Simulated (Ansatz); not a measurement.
C₂H₅BO, SMILES `BOC=C`. The species carries charge 0 and has multiplicity 1. All single points use the PBE0-D4/def2-TZVP geometry. It is one conformer, not always the lowest.

```xyz
9

B     0.269    1.802   -0.152
O    -0.055    0.562   -0.574
C    -0.022   -0.520    0.259
C    -0.340   -1.729   -0.166
H     0.207    2.677   -0.962
H     0.599    1.977    0.989
H     0.283   -0.301    1.280
H    -0.304   -2.565    0.518
H    -0.638   -1.904   -1.192
```

(1) What is the dipole moment at B3LYP/def2-TZVPP? (Estimate.)

(2) And with PBE, r2SCAN, ωB97M-V? (Best estimate.)

(3) Give the Mulliken charges with B3LYP, ωB97M-V, r2SCAN in def2-TZVPP. (An estimate is asked.)

Answers

(1) Ansatz gave: 1.08 D, with components (0.10, -0.68, 0.83) D in this frame, pointing from negative to positive charge.

(2) Ansatz gave: PBE 1.10 D, r2SCAN 1.05 D, ωB97M-V 1.06 D.

(3) Computed: 
| atom | B3LYP | ωB97M-V | r2SCAN |
| --- | --- | --- | --- |
| B1 | 0.05 | -0.01 | 0.13 |
| O2 | -0.24 | -0.25 | -0.26 |
| C3 | 0.09 | 0.09 | 0.11 |
| C4 | -0.24 | -0.24 | -0.22 |
| H5 | 0.02 | 0.06 | -0.01 |
| H6 | 0.00 | 0.04 | -0.03 |
| H7 | 0.10 | 0.09 | 0.09 |
| H8 | 0.11 | 0.10 | 0.09 |
| H9 | 0.11 | 0.11 | 0.10 |

B3LYP here is the variant with VWN-RPA as its local correlation; programs differ in this.
